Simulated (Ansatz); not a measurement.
Relaxation of CH$_{6}$BNO (10 atoms, charge 0, multiplicity 1), to a largest force component of 0.02 eV/Å in at most 40 steps.

Method: RKS B3LYP/STO-3G in Ansatz 0.2.0.

```xyz
10
Properties=species:S:1:pos:R:3:forces:R:3
C -1.111 0.525 -0.356 -4.07 4.94 -1.97
N -0.529 -0.703 -0.018 2.61 -3.49 1.69
B 0.715 -0.448 0.778 3.69 0.82 0.00
O 1.939 0.299 0.202 -5.87 1.25 3.48
H -2.084 0.360 -0.963 1.40 0.23 0.81
H -1.447 1.147 0.547 0.68 -0.98 -0.90
H -0.461 1.197 -0.996 -0.41 -0.18 0.42
H -0.202 -1.159 -0.910 -0.20 0.00 -0.31
H 0.844 -0.865 1.929 -0.43 0.73 -1.02
H 2.421 -0.404 -0.211 2.61 -3.32 -2.20
```

Task: Where does it end, and by what steps?

Result: The run converged. Limits of this set-up: minimal basis. After 12 steps the energy has fallen by 3.154 eV; O4 moved furthest, 1.28 Å.

| step | energy less start (eV) | largest force component (eV/Å) | accepted |
| --- | --- | --- | --- |
| 0 | 0.0000 | 5.869 | yes |
| 1 | -0.8896 | 2.248 | yes |
| 2 | -1.3553 | 2.618 | yes |
| 3 | -1.7693 | 3.429 | yes |
| 4 | -2.2749 | 2.971 | yes |
| 5 | -2.6073 | 2.118 | yes |
| 6 | -2.9229 | 1.328 | yes |
| 7 | -3.0713 | 0.806 | yes |
| 8 | -3.1396 | 0.355 | yes |
| 9 | -3.1520 | 0.127 | yes |
| 10 | -3.1533 | 0.038 | yes |
| 11 | -3.1535 | 0.028 | yes |
| 12 | -3.1535 | 0.013 | yes |

```xyz
10
Properties=species:S:1:pos:R:3
C -1.294 0.542 -0.319
N 0.052 -0.090 -0.360
B 0.908 -0.288 0.749
O 2.150 -0.880 0.659
H -2.081 -0.156 -0.669
H -1.518 0.828 0.722
H -1.335 1.450 -0.952
H 0.322 -0.387 -1.324
H 0.561 0.064 1.811
H 2.318 -1.133 -0.315
```

The run took 8.7 s on 1 thread of AMD EPYC 9R45 96-Core Processor (Zen 5), on a shared host, peak memory 0.15 GiB.
